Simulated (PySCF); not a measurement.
## Worked example: entropy of an ideal gas

ScCl2, SMILES [Cl][Sc+][Cl], charge +1.

The structure is a stationary point at PBE0-D3(BJ)/def2-TZVP. The multiplicity is an assumed one; other spin states were not compared. The isomer is the one that the SMILES or the coordinates give; other isomers of the formula were not compared.

PySCF with PBE0-D3(BJ)/def2-TZVP gives the harmonic wavenumbers 106, 487, 540 cm⁻¹ and the rotational temperatures 0.6389, 0.1012, 0.0874 K. The molar mass is 115.86 g/mol, the symmetry number 2, the spin multiplicity 1.

Question: Work out the entropy at 298.15 K and 1 atm in the rigid-rotor, harmonic-oscillator model.

Answer: 
Translation (Sackur–Tetrode at 1 atm): S = R[1.5 ln M + 2.5 ln T − 1.16487] = 168.0 J/(mol K).
Rotation: q = (√π/σ) T^1.5/√(θA θB θC) = 60700, S = R[ln q + 3/2] = 104.0 J/(mol K).
Vibration: with u = 1.4388 ν/T, each mode gives R[u/(e^u − 1) − ln(1 − e^−u)]:
```tsv
ν (cm⁻¹)	modes	u	S (J/(mol K))
106	1	0.51	13.98
487	1	2.35	2.89
540	1	2.61	2.37
```
These are all the modes. Sum 19.2 J/(mol K).
Spin: R ln 1 = 0.0 J/(mol K).
Total 291.3 J/(mol K); the program's own thermochemistry gives 291.3. Translation makes up 58 % and vibration 7 %. Anharmonicity, hindered rotation and orbital degeneracy are left out.
